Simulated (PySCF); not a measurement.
PySCF input file for C3H2F3, SMILES C=[C]C(F)(F)F, multiplicity 2, TDA-PBE/def2-SVPD. The structure is a stationary point at PBE-D3(BJ)/def2-SVP. The isomer is the one that the SMILES or the coordinates give; other isomers of the formula were not compared.

```python
import numpy as np
from pyscf import gto, scf, dft, tdscf

mol = gto.M(
    atom='''
    C    -0.06832018   -2.22912220    0.00000000
    C    -0.56015588   -1.00643583    0.00000000
    C    -0.04033617    0.38029538    0.00000000
    F    -0.45511986    1.06042277   -1.09157533
    F    -0.45511986    1.06042278    1.09157533
    F     1.32135745    0.39688013   -0.00000000
    H    -0.71501358   -3.12412762   -0.00000000
    H     1.02782737   -2.40382759    0.00000000
    ''',
    basis='def2-SVPD',
    charge=0,
    spin=1,
    max_memory=1600,
    verbose=4,
)
mf = dft.UKS(mol, xc='pbe').density_fit(auxbasis='def2-universal-jkfit')
mf.grids.level = 3
mf.conv_tol = 1e-9
mf.max_cycle = 100
mf.kernel()
fine, coarse = mf.grids, dft.Grids(mol).set(level=1).build(with_non0tab=True)
for _ in range(3):  # follow internal instabilities
    mf.grids = coarse
    mo, _, stable, _ = mf.stability(return_status=True, nroots=4)
    mf.grids = fine
    if stable:
        break
    mf.kernel(mf.make_rdm1(mo, mf.mo_occ))
mf.grids = dft.Grids(mol).set(level=1).build(with_non0tab=True)  # coarser grid for the response kernel
td = tdscf.TDA(mf)
td.nstates = 10
td.conv_tol = 1e-4
td.positive_eig_threshold = 1e-6
td.kernel(x0=td.get_init_guess(mf, 15))
td.analyze()
```

Program output:

```
PySCF version 2.14.0

[INPUT] verbose = 4
[INPUT] num. atoms = 8
[INPUT] num. electrons = 47
[INPUT] charge = 0
[INPUT] spin (= nelec alpha-beta = 2S) = 1
[INPUT] symmetry False subgroup None
[INPUT] Mole.unit = angstrom
[INPUT] Symbol           X                Y                Z      unit          X                Y                Z       unit  Magmom
[INPUT]  1 C     -0.068320180000  -2.229122200000   0.000000000000 AA   -0.129106428981  -4.212430456188   0.000000000000 Bohr   0.0
[INPUT]  2 C     -0.560155880000  -1.006435830000   0.000000000000 AA   -1.058541200265  -1.901888080649   0.000000000000 Bohr   0.0
[INPUT]  3 C     -0.040336170000   0.380295380000   0.000000000000 AA   -0.076224314214   0.718654114637   0.000000000000 Bohr   0.0
[INPUT]  4 F     -0.455119860000   1.060422770000  -1.091575330000 AA   -0.860051889250   2.003908611553  -2.062778418032 Bohr   0.0
[INPUT]  5 F     -0.455119860000   1.060422780000   1.091575330000 AA   -0.860051889250   2.003908630450   2.062778418032 Bohr   0.0
[INPUT]  6 F      1.321357450000   0.396880130000   0.000000000000 AA    2.497003693154   0.749994749982   0.000000000000 Bohr   0.0
[INPUT]  7 H     -0.715013580000  -3.124127620000   0.000000000000 AA   -1.351179841545  -5.903745579989   0.000000000000 Bohr   0.0
[INPUT]  8 H      1.027827370000  -2.403827590000   0.000000000000 AA    1.942312232632  -4.542575795773   0.000000000000 Bohr   0.0

nuclear repulsion = 237.769034325476
number of shells = 59
number of NR pGTOs = 209
number of NR cGTOs = 145
basis = def2-SVPD
ecp = {}


[settings echo left out]
init E= -414.871443721549
  alpha nocc = 24  HOMO = -0.218482600351371  LUMO = -0.095853267563935
  beta  nocc = 23  HOMO = -0.319107850355863  LUMO = -0.218482600351369

WARN: HOMO -0.218482600351371 >= LUMO -0.218482600351369

cycle= 1 E= -414.116768310583  delta_E= 0.755  |g|= 0.588  |ddm|= 2.71
  alpha nocc = 24  HOMO = -0.239386374787437  LUMO = -0.0565084989832703
  beta  nocc = 23  HOMO = -0.251560380471587  LUMO = -0.172377979967617
  HOMO = -0.239386374787  LUMO = -0.172377979968  gap/eV = 1.82339
cycle= 2 E= -413.728546301861  delta_E= 0.388  |g|= 1.22  |ddm|= 1.56
  alpha nocc = 24  HOMO = -0.217014122149066  LUMO = -0.0594666917988529
  beta  nocc = 23  HOMO = -0.268916136426224  LUMO = -0.143560687497699
  HOMO = -0.217014122149  LUMO = -0.143560687498  gap/eV = 1.99877
cycle= 3 E= -414.233030306977  delta_E= -0.504  |g|= 0.134  |ddm|= 1.08
  alpha nocc = 24  HOMO = -0.244598551598284  LUMO = -0.0726764871168739
  beta  nocc = 23  HOMO = -0.28352814422747  LUMO = -0.167284561939069
  HOMO = -0.244598551598  LUMO = -0.167284561939  gap/eV = 2.10382
cycle= 4 E= -414.240583070084  delta_E= -0.00755  |g|= 0.0755  |ddm|= 0.325
  alpha nocc = 24  HOMO = -0.24217184373239  LUMO = -0.0747519323781862
  beta  nocc = 23  HOMO = -0.286718324745518  LUMO = -0.161280109730638
  HOMO = -0.242171843732  LUMO = -0.161280109731  gap/eV = 2.20118
cycle= 5 E= -414.243489128305  delta_E= -0.00291  |g|= 0.025  |ddm|= 0.0944
  alpha nocc = 24  HOMO = -0.239659759635364  LUMO = -0.0710311484590522
  beta  nocc = 23  HOMO = -0.28186395920278  LUMO = -0.157462271921586
  HOMO = -0.239659759635  LUMO = -0.157462271922  gap/eV = 2.23671
cycle= 6 E= -414.243809480986  delta_E= -0.00032  |g|= 0.00421  |ddm|= 0.0357
  alpha nocc = 24  HOMO = -0.240084741904169  LUMO = -0.071013126289095
  beta  nocc = 23  HOMO = -0.282123138052726  LUMO = -0.157003185350515
  HOMO = -0.240084741904  LUMO = -0.157003185351  gap/eV = 2.26076
cycle= 7 E= -414.243824895517  delta_E= -1.54e-05  |g|= 0.00191  |ddm|= 0.0107
  alpha nocc = 24  HOMO = -0.240394163553793  LUMO = -0.0711808893479979
  beta  nocc = 23  HOMO = -0.282328926675264  LUMO = -0.156893280741329
  HOMO = -0.240394163554  LUMO = -0.156893280741  gap/eV = 2.27217
cycle= 8 E= -414.243829615661  delta_E= -4.72e-06  |g|= 0.00081  |ddm|= 0.00564
  alpha nocc = 24  HOMO = -0.240391608926298  LUMO = -0.0710722690850019
  beta  nocc = 23  HOMO = -0.282263467054205  LUMO = -0.156684191352478
  HOMO = -0.240391608926  LUMO = -0.156684191352  gap/eV = 2.27779
cycle= 9 E= -414.243830897348  delta_E= -1.28e-06  |g|= 0.000334  |ddm|= 0.00371
  alpha nocc = 24  HOMO = -0.240419809501976  LUMO = -0.0710681171623202
  beta  nocc = 23  HOMO = -0.282269547425683  LUMO = -0.156698079346542
  HOMO = -0.240419809502  LUMO = -0.156698079347  gap/eV = 2.27818
cycle= 10 E= -414.243830967486  delta_E= -7.01e-08  |g|= 0.000351  |ddm|= 0.001
  alpha nocc = 24  HOMO = -0.240417180997842  LUMO = -0.0710748460116069
  beta  nocc = 23  HOMO = -0.282283101699646  LUMO = -0.156697629454546
  HOMO = -0.240417180998  LUMO = -0.156697629455  gap/eV = 2.27813
cycle= 11 E= -414.243831021501  delta_E= -5.4e-08  |g|= 3.81e-05  |ddm|= 0.000558
  alpha nocc = 24  HOMO = -0.24041176899633  LUMO = -0.0710723361783954
  beta  nocc = 23  HOMO = -0.282279369088983  LUMO = -0.156696608161918
  HOMO = -0.240411768996  LUMO = -0.156696608162  gap/eV = 2.27801
cycle= 12 E= -414.243831022173  delta_E= -6.73e-10  |g|= 1.89e-05  |ddm|= 0.000111
  alpha nocc = 24  HOMO = -0.240414773568567  LUMO = -0.0710754305479329
  beta  nocc = 23  HOMO = -0.28228353467707  LUMO = -0.156700532257657
  HOMO = -0.240414773569  LUMO = -0.156700532258  gap/eV = 2.27798
Extra cycle  E= -414.243831022034  delta_E= 1.39e-10  |g|= 2.84e-05  |ddm|= 5.57e-05
converged SCF energy = -414.243831022034  <S^2> = 0.75899032  2S+1 = 2.0089702
tot grids = 36384
uhf_internal: lowest eigs of H = [0.93167273 0.95071247 0.95433589 0.95779096]
<class 'pyscf.df.df_jk.DFUKS'> wavefunction is stable in the internal stability analysis
tot grids = 36384
Overwritten attributes  positive_eig_threshold  of <class 'pyscf.tdscf.uks.TDA'>


******** <class 'pyscf.tdscf.uks.TDA'> for <class 'pyscf.df.df_jk.DFUKS'> ********
nstates = 10
deg_eia_thresh = 1.000e-03
wfnsym = None
conv_tol = 0.0001
eigh lindep = 1e-12
eigh level_shift = 0
eigh max_cycle = 100


Excitation energies (eV)
[3.15541065 4.38092712 4.59127948 5.5885204  5.59981077 6.19748102
 6.23066064 6.55382047 6.84957996 7.1428988 ]

** Excitation energies and oscillator strengths **
Excited State   1:      3.15541 eV    392.93 nm  f=0.0012
      24a ->   25a      0.21338
      23b ->   24b     -0.97509
Excited State   2:      4.38093 eV    283.01 nm  f=0.0017
      24a ->   25a      0.97529
      23b ->   24b      0.21319
Excited State   3:      4.59128 eV    270.04 nm  f=0.0001
      23a ->   25a     -0.70594
      23b ->   25b     -0.69809
Excited State   4:      5.58852 eV    221.86 nm  f=0.0011
      22b ->   24b     -0.99885
Excited State   5:      5.59981 eV    221.41 nm  f=0.0027
      21b ->   24b      0.99277
Excited State   6:      6.19748 eV    200.06 nm  f=0.0132
      20b ->   24b     -0.98901
Excited State   7:      6.23066 eV    198.99 nm  f=0.0006
      19b ->   24b     -0.99891
Excited State   8:      6.55382 eV    189.18 nm  f=0.0000
      24a ->   26a      0.99628
Excited State   9:      6.84958 eV    181.01 nm  f=0.0114
      23a ->   25a      0.28278
      16b ->   24b     -0.29498
      18b ->   24b     -0.84589
      23b ->   25b     -0.31299
Excited State  10:      7.14290 eV    173.58 nm  f=0.0004
      17b ->   24b      0.99773

** Transition electric dipole moments (AU) **
state          X           Y           Z        Dip. S.      Osc.
  1        -0.0000     -0.0000     -0.1271      0.0162      0.0012
  2         0.0000      0.0000      0.1271      0.0162      0.0017
  3         0.0211     -0.0056     -0.0000      0.0005      0.0001
  4         0.0000     -0.0000     -0.0915      0.0084      0.0011
  5         0.1376     -0.0333      0.0000      0.0200      0.0027
  6        -0.1699     -0.2412      0.0000      0.0870      0.0132
  7         0.0000      0.0000      0.0603      0.0036      0.0006
  8        -0.0001     -0.0157     -0.0000      0.0002      0.0000
  9        -0.0506     -0.2553     -0.0000      0.0678      0.0114
 10         0.0000      0.0000     -0.0460      0.0021      0.0004

** Transition velocity dipole moments (imaginary part, AU) **
state          X           Y           Z        Dip. S.      Osc.
  1         0.0000     -0.0000      0.0073      0.0001      0.0003
  2        -0.0000     -0.0000     -0.0068      0.0000      0.0002
  3         0.0082     -0.0016      0.0000      0.0001      0.0003
  4        -0.0000      0.0000     -0.0004      0.0000      0.0000
  5        -0.0128      0.0146      0.0000      0.0004      0.0012
  6         0.0065     -0.0334      0.0000      0.0012      0.0034
  7        -0.0000      0.0000      0.0056      0.0000      0.0001
  8        -0.0106      0.0107     -0.0000      0.0002      0.0006
  9        -0.0312     -0.0145      0.0000      0.0012      0.0031
 10         0.0000      0.0000      0.0054      0.0000      0.0001

** Transition magnetic dipole moments (imaginary part, AU) **
state          X           Y           Z
  1        -0.0545     -0.5542     -0.0000
  2         0.0223     -0.6343     -0.0000
  3         0.0000      0.0000     -0.0018
  4        -0.1253      0.0745      0.0000
  5         0.0000     -0.0000      0.1831
  6        -0.0000      0.0000     -0.2724
  7        -0.1001      0.1102      0.0000
  8        -0.0000     -0.0000      0.3557
  9         0.0000      0.0000     -0.0549
 10        -0.0021      0.0885     -0.0000
```

Self-consistency was reached.
